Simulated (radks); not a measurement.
The numbers below are computed, except where a source is named.
Ionisation of Re, [Xe] 4f14 5d5 6s2, to Re+, [Xe] 4f14 5d5 6s1, under several functionals. Non-relativistic Kohn-Sham, spin-polarised, spherical densities, point nucleus; open shells are filled with parallel spins first (spin-orbit coupling, left out, can overturn this in heavy ions); a radial shooting solver on a logarithmic mesh with Libxc functionals.

\begin{tabular}{lrrrrrr}
functional & E(Re) (hartree) & Exc (hartree) & IE (eV) & -e(HOMO) (eV) & <r> HOMO (bohr) & IE error (eV) \\ \hline
LDA (Slater exchange, VWN5 correlation) & -15780.3601 & -305.7418 & 7.076 & 4.380 & 3.595 & -0.758 \\
TPSS & -15787.9973 & -313.4331 & 6.512 & 4.017 & 3.670 & -1.322 \\
revPBE & -15788.4973 & -313.9516 & 6.540 & 4.036 & 3.679 & -1.293 \\
BLYP & -15789.0183 & -314.4626 & 7.001 & 4.207 & 3.605 & -0.832 \\
B86b exchange with PBE correlation & -15789.3139 & -314.7738 & 6.645 & 4.133 & 3.638 & -1.189 \\
PBE & -15788.2181 & -313.6678 & 6.644 & 4.109 & 3.647 & -1.189 \\
TASK exchange with Perdew-Wang LDA correlation & -15786.5353 & -312.0800 & 5.684 & 3.951 & 4.069 & -2.149 \\
\end{tabular}

NIST Atomic Spectra Database: 7.834 eV (measured). Closest: LDA (Slater exchange, VWN5 correlation). The Delta-SCF values span 1.39 eV, the total energies 8.95 hartree. The highest occupied level is 6s. Relativity is left out here, which matters for elements this heavy. Open shells are spherical and high-spin; term and fine-structure splittings are not resolved.
